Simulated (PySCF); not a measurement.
First SCF of a structure search on singlet InH₂⁻, at a hand-made linear geometry. PySCF input:

```python
from pyscf import gto, scf, dft
mol = gto.M(atom='''
In     0.000000     0.000000     0.000000
H      0.000000     0.000000     1.740000
H      0.000000     0.000000    -1.740000''',
    basis={'In': 'def2-TZVPD', 'H': 'def2-TZVPD'},
    ecp={'In': 'def2-TZVPD'},
    charge=-1, spin=0)
mf = dft.RKS(mol, xc='PBE0')
mf.grids.atom_grid = (50, 194)
aux = {'In': 'def2-universal-JKFIT', 'H': 'def2-universal-JKFIT'}
mf = mf.density_fit(auxbasis=aux)
mf.conv_tol = 1e-08
mf.diis_space = 10
mf.max_cycle = 60
mf.init_guess = 'minao'
mf.verbose = 4
mf.kernel()
```

Excerpt of the output (cycles and frontier levels):

```
init E= -158.418032284402
cycle= 1 E= -190.219750380905  delta_E= -31.8  |g|= 2.06  |ddm|= 45.7
  HOMO = 0.185836804647163  LUMO = 0.188863125286399  gap/eV = 0.08235
cycle= 2 E= -183.330432828962  delta_E= 6.89  |g|= 6.43  |ddm|=  131
  HOMO = 0.0794066773868067  LUMO = 0.103850701043862  gap/eV = 0.66516
cycle= 3 E= -191.215412391034  delta_E= -7.88  |g|= 0.367  |ddm|=  131
  HOMO = 0.0773557167995911  LUMO = 0.111764247525811  gap/eV = 0.93630
cycle= 4 E= -191.234113379461  delta_E= -0.0187  |g|= 0.0945  |ddm|= 0.557
  HOMO = 0.0514584977515886  LUMO = 0.0867011571189718  gap/eV = 0.95900
cycle= 5 E= -191.237718360881  delta_E= -0.0036  |g|= 0.00763  |ddm|= 0.295
  HOMO = 0.0525859646692446  LUMO = 0.0888583550785222  gap/eV = 0.98702
cycle= 6 E= -191.237738694879  delta_E= -2.03e-05  |g|= 0.000586  |ddm|= 0.0181
  HOMO = 0.0527374673166978  LUMO = 0.0890118338287866  gap/eV = 0.98708
cycle= 7 E= -191.237738809179  delta_E= -1.14e-07  |g|= 0.000237  |ddm|= 0.00178
  HOMO = 0.0527871342180299  LUMO = 0.0890587340622151  gap/eV = 0.98700
cycle= 8 E= -191.237738834434  delta_E= -2.53e-08  |g|= 2.6e-05  |ddm|= 0.000781
  HOMO = 0.0527896382383046  LUMO = 0.089061392041299  gap/eV = 0.98700
cycle= 9 E= -191.237738837702  delta_E= -3.27e-09  |g|= 1.68e-05  |ddm|= 0.000254
  HOMO = 0.0527900150244163  LUMO = 0.0890618604068347  gap/eV = 0.98701
Extra cycle  E= -191.237738840841  delta_E= -3.14e-09  |g|= 1.68e-05  |ddm|= 0.000244
converged SCF energy = -191.237738840841
```

No lower solution of this spin was found by a stability analysis within the restricted form, which does not test spin polarisation.

The search for the lowest solution, with the stability check, took 1.4 s on 2 threads of a shared Intel Xeon 6975P-C (Granite Rapids) host, with 74 basis functions; the process peaked at 0.28 GiB. Launch command: `OMP_NUM_THREADS=2 python axn.py task.json out`.
